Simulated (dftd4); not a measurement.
Br₂Si, charge +1, doublet, at a GFN2-xTB geometry (a state made from the parent by changing its charge; the spin is typed, not shown lowest); D4 for pbe (dftd4 4.2.0).

Input for dftd4:
```
$ dftd4 mol.xyz --func pbe --charge 1 --json dftd4.json --noedisp --property

# file mol.xyz
3

Si    -0.01521577    -0.00237586     0.77983544
Br     1.07276535    -1.63797801    -0.14008693
Br    -1.06667904     1.63892835    -0.17184725
```

Q: Write the output that dftd4 gives for this input, abridged.

A: 
```
                    ____  _____ _____     ____  _  _
      -------------|  _ \|  ___|_   _|---|  _ \| || |------------
     |             | | | | |_    | | ___ | | | | || |_           |
     |             | |_| |  _|   | ||___|| |_| |__   _|          |
     |             |____/|_|     |_|     |____/   |_|            |
     |             ===================================           |
     |            E. Caldeweyher, S. Ehlert & S. Grimme          |
     |          Mulliken Center for Theoretical Chemistry        |
     |                    University of Bonn                     |
      -----------------------------------------------------------

Rational (Becke-Johnson) damping: pbe-D4-ATM
---------------------
  s6         1.0000
  s8         0.9595
  s9         1.0000
  a1         0.3857
  a2         4.8069
 alp        16.0000
--------------------

Atomic data, radii in Ångström:
------------------------------------------------------
   Z          R(cov)      r4/r2   hardness         EN
------------------------------------------------------
  14 Si       1.3867     2.5839     0.3054     1.9000
  35 Br       1.5200     2.4294     0.4345     2.9600
------------------------------------------------------

Atomic reference systems (in atomic units):
----------------------------------------------------------------------------
   Z        #      CN     q+Z       C6(AA)   #      CN     q+Z       C6(AA)
----------------------------------------------------------------------------
  14 Si     1  0.0000 14.0000     321.4498   2  0.8915 14.0165     270.4983
            3  1.8234 13.9936     236.2774   4  2.8003 13.9692     228.3542
            5  3.6668 13.9341     158.2713
  35 Br     1  0.0000 35.0000     167.8010   2  0.8714 34.8551     184.6349
----------------------------------------------------------------------------

Atomic properties (in atomic units):
----------------------------------------------------------------------------
     #    Z              CN          q      C6(AA)        C8(AA)   alpha(0)
----------------------------------------------------------------------------
     1   14 Si       1.6601     0.3537    216.3940    15477.9378    30.5464
     2   35 Br       0.8312     0.3231    172.0419    10878.0336    21.1613
     3   35 Br       0.8312     0.3231    172.0419    10878.0336    21.1613
----------------------------------------------------------------------------

Molecular properties (in atomic units):
----------------------------------------
 molecular C6                1654.5831
 molecular C8              109428.9980
----------------------------------------

Dispersion energy:      -3.7828339002372E-03 Eh

[Info] JSON dump of results written to 'dftd4.json'
```
